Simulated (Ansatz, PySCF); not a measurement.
CH10N2Si3, SMILES [SiH3][Si@]1([SiH2]CN1)N. Atoms are numbered in the order given.

```xyz
16

N      0.3608     1.5850     1.5732
Si     0.1476     0.3325     0.4079
Si     2.2961    -0.5469     0.0176
N     -1.0905    -0.8203     0.8373
C     -1.9984    -1.0518    -0.2846
Si    -1.3319     0.3545    -1.4226
H      1.2635     2.0088     1.7480
H     -0.4053     2.1875     1.8523
H      2.2175    -1.5869    -1.0563
H      2.8687    -1.1914     1.2444
H      3.2610     0.5096    -0.4321
H     -1.1453    -1.4358     1.6431
H     -3.0635    -0.9359    -0.0106
H     -1.8852    -2.0469    -0.7556
H     -2.2887     1.4977    -1.5687
H     -0.9136    -0.0848    -2.7910
```
Charge 0, spin multiplicity 1.

Coordinates come from a PBE0-D3(BJ)/def2-SVP optimisation. The structure was generated by enumeration; whether it is a known compound was not checked. The values are those of a single conformer.

Two levels are set side by side: PBE-D3(BJ)/def2-SVP (Ansatz, a program for electronic structure) and PBE0-D3(BJ)/def2-SVP (Ansatz). Each level has its own optimised geometry; the coordinates shown are those of the second. Frequencies come from the Hessian of PySCF at each geometry. Differences are taken from unrounded values.

```tsv
quantity	PBE0-D3(BJ)
mean bond length (Å)	1.520
bond N1–Si2 (Å)	1.724
bond Si2–Si3 (Å)	2.354
bond Si2–N4 (Å)	1.745
bond Si2–Si6 (Å)	2.354
bond N4–C5 (Å)	1.462
bond C5–Si6 (Å)	1.928
bond N1–H7 (Å)	1.012
bond N1–H8 (Å)	1.014
bond Si3–H9 (Å)	1.497
bond Si3–H10 (Å)	1.499
bond Si3–H11 (Å)	1.500
bond N4–H12 (Å)	1.015
bond C5–H13 (Å)	1.106
bond C5–H14 (Å)	1.107
bond Si6–H15 (Å)	1.498
bond Si6–H16 (Å)	1.497
highest harmonic wavenumber (cm⁻¹)	3720
mean harmonic wavenumber (cm⁻¹)	1175
zero-point energy (kcal/mol)	70.57
```

Question: What does PBE-D3(BJ) give, and how far is it from PBE0-D3(BJ)? (An estimate is asked for; the answer gives what the named calculation found.)

Answer: 
| quantity | PBE-D3(BJ) | PBE-D3(BJ) minus PBE0-D3(BJ) |
|---|---|---|
| mean bond length (Å) | 1.531 | 0.011 |
| bond N1–Si2 (Å) | 1.741 | 0.017 |
| bond Si2–Si3 (Å) | 2.366 | 0.012 |
| bond Si2–N4 (Å) | 1.759 | 0.014 |
| bond Si2–Si6 (Å) | 2.370 | 0.017 |
| bond N4–C5 (Å) | 1.472 | 0.010 |
| bond C5–Si6 (Å) | 1.941 | 0.013 |
| bond N1–H7 (Å) | 1.022 | 0.010 |
| bond N1–H8 (Å) | 1.024 | 0.010 |
| bond Si3–H9 (Å) | 1.507 | 0.010 |
| bond Si3–H10 (Å) | 1.510 | 0.010 |
| bond Si3–H11 (Å) | 1.511 | 0.011 |
| bond N4–H12 (Å) | 1.025 | 0.010 |
| bond C5–H13 (Å) | 1.115 | 0.009 |
| bond C5–H14 (Å) | 1.116 | 0.009 |
| bond Si6–H15 (Å) | 1.509 | 0.011 |
| bond Si6–H16 (Å) | 1.508 | 0.011 |
| highest harmonic wavenumber (cm⁻¹) | 3585 | -136 |
| mean harmonic wavenumber (cm⁻¹) | 1136 | -40 |
| zero-point energy (kcal/mol) | 68.19 | -2.38 |

Exact exchange shortens and stiffens bonds; PBE has none. Differences between two approximate levels are no errors against the true value.
